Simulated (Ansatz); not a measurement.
Cost and result for the atomization energy of C2H7BFNSi (`C=CB(N)[SiH2]F`) (13 atoms, 12 bonds).

Cartesian coordinates in Å:
```
C 2.2180 -0.5356 -0.2938
C 1.2669 0.2076 0.2731
B -0.2500 -0.1319 0.1803
N -0.6736 -1.4510 0.3113
Si -1.6549 1.2915 -0.1235
F -1.2024 2.3141 -1.2834
H 1.9797 -1.4459 -0.8385
H 3.2675 -0.2578 -0.2687
H 1.5800 1.1335 0.7544
H -0.0383 -2.2017 0.5367
H -1.6269 -1.7509 0.1955
H -1.8984 2.1137 1.0971
H -2.9676 0.7144 -0.5403
```

Charge 0, multiplicity 1. All single points use the PBE0-D4/def2-TZVP geometry. It is one conformer, not always the lowest. Program: Ansatz. All runs use 4 threads of an Arm Neoverse V1 on a shared host. Times are those of one run each, without the atoms' runs, and a repeat can differ threefold. Electronic energies, without spin–orbit coupling; frozen cores. CCSD(T)/CBS adds CCSD(T) − MP2 in def2-TZVPP to the MP2 limit, and its time is that of the two runs behind it. T1 = 0.013. B3LYP takes the VWN-RPA correlation (the form of Gaussian; ORCA's B3LYP/G).

CCSD(T)/CBS is a level of theory with its own doubt, some kJ/mol a heavy atom from the limit and from the frozen cores, so smaller differences don't rank the functionals.

```
                             level  functions  wall time  atomization (kcal/mol)  difference from CCSD(T)/CBS  per bond
   PBE-D4/def2-TZVPP (with forces)        295      3.5 s                  1240.7                         25.7       2.1
                PBE0-D4/def2-TZVPP        295      4.4 s                  1219.4                          4.4       0.4
r2SCAN-D4/def2-TZVPP (with forces)        295        7 s                  1219.2                          4.2       0.3
 B3LYP-D4/def2-TZVPP (with forces)        295        7 s                  1220.8                          5.8       0.5
                 B2PLYP/def2-TZVPP        295      8.5 s                  1207.0                         -8.0      -0.7
                ωB97X-V/def2-TZVPP        295       11 s                  1219.7                          4.7       0.4
  ωB97M-V/def2-TZVPP (with forces)        295       16 s                  1220.7                          5.7       0.5
                    MP2/def2-QZVPP        565       40 s                  1222.6                          7.6       0.6
                CCSD(T)/def2-TZVPP        295     18 min                  1183.6                        -31.4      -2.6
                 CCSD(T)/CBS(def2)          –     19 min                  1215.0                          0.0       0.0
```

From PBE to PBE0 (25 % exact exchange), in def2-TZVPP and without D4, the atomization energy moves by −20.4 kcal/mol: exact exchange takes away binding that semilocal exchange gives to molecules. The D4 term adds +10.2 kcal/mol with B3LYP and +5.4 kcal/mol with PBE0; it sums over pairs of atoms, weighted by their polarisabilities, and B3LYP, whose exchange is more repulsive, gets the larger term. In def2-TZVPP, CCSD(T) changes the Hartree–Fock value by +279.6 kcal/mol (the triples alone add +17.3 kcal/mol) and MP2 by +299.9 kcal/mol; breaking electron pairs costs correlation energy, which Hartree–Fock lacks.
